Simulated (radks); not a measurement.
Valence configurations of Nd IV (all share [Xe]). Method: Dirac Kohn-Sham, BLYP, spin-unpolarised, spherical densities, finite nucleus; open shells fill j = l - 1/2 first; Fermi nuclear charge, rms radius 4.9123 fm; computed with a radial shooting solver on a logarithmic mesh with Libxc functionals. Energies are relative to 4f3; eigenvalues in eV.

valence      E (eV)  e(4f5/2)  e(5d3/2)  e(6p1/2)  e(6s1/2)
4f3           0.000   -30.750         -         -         -
4f2.5 5d0.5   3.836   -34.034   -25.138         -         -
4f2 5d1       8.930   -37.525   -26.015         -         -
4f2 6s1      12.874   -40.619         -         -   -23.722
4f2 6p1      17.540   -41.466         -   -19.509         -
4f1 6s2      34.202   -51.647         -         -   -25.703
4f1 6s1 6p1  39.250   -52.471         -   -21.069   -26.139
4f1 6p2      44.342   -53.283         -   -21.451         -
6s2 6p1      70.537         -         -   -22.567   -28.025

NIST lists [Xe] 4f3 as the ground configuration; this level of theory agrees among the configurations tried. The energies are those of spherical spin-averaged densities, not of single terms.
